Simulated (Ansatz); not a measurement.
Ansatz (an electronic-structure program) job for C2H3O2, SMILES O([CH2])C=O, multiplicity 2, ωB97X-V/def2-SVPD. Coordinates come from a B3LYP-D3(BJ)/def2-SVP optimisation. The isomer is the one that the SMILES or the coordinates give; other isomers of the formula were not compared. The values are those of a single conformer.

Ansatz 0.2 input:
```yaml
crystal:
  periodic: [false, false, false]
  atoms:
    - {symbol: C, position_ang: [-0.44123880, -1.39836365, 0.00000000]}
    - {symbol: O, position_ang: [0.64041820, -0.57393335, 0.00000000]}
    - {symbol: C, position_ang: [0.44713580, 0.77008417, 0.00000000]}
    - {symbol: O, position_ang: [-0.61993233, 1.31377194, 0.00000000]}
    - {symbol: H, position_ang: [-1.43726762, -0.95928011, 0.00000000]}
    - {symbol: H, position_ang: [-0.19855952, -2.45755690, 0.00000000]}
    - {symbol: H, position_ang: [1.43655816, 1.26780517, 0.00000000]}
basis:
  gaussian:
    orbitals: def2-SVPD
hamiltonian:
  xc: {name: wB97X-V}
magnetization: {spin_polarized: true, initial_magnetization: 1}
```

Program output:

```
WARN ansatz: RAYON_NUM_THREADS=1 ignored (pool sized by the plan → 1); use --threads N
Functional definition: wB97X-V
integrals: 0.05 GiB planned
900 factors; their error is unknown
integrals: 0.08 GiB planned
349 factors; integrals over basis functions are off by at most 1.9e-5 eV
mean field: 0.65 GiB planned
mean field evaluation 1: about -6205.0709 eV, gradient 3.1e1 eV
mean field evaluation 2: about -6203.5112 eV, gradient 4.0e1 eV
mean field evaluation 4: about -6208.7262 eV, gradient 2.4e0 eV
mean field evaluation 8: about -6208.7559 eV, gradient 7.7e-2 eV
mean field evaluation 16: about -6208.7309 eV, gradient 6.5e-4 eV
mean field -6208.73087179 eV, -228.1666511093 hartree, gradient 7.4e-5 eV, S^2 0.754342; 0 other end points of the search recorded, 0 dependent functions left out
reference -6208.73086995 eV, -228.1666510417 hartree; 16, 15 occupied and 94, 95 virtual orbitals, 900 factors
Total energy: -6208.73086995 eV, -228.1666510417 hartree
```

The calculation finished and met its thresholds.

Cost: about 6 core-seconds (a rough figure).
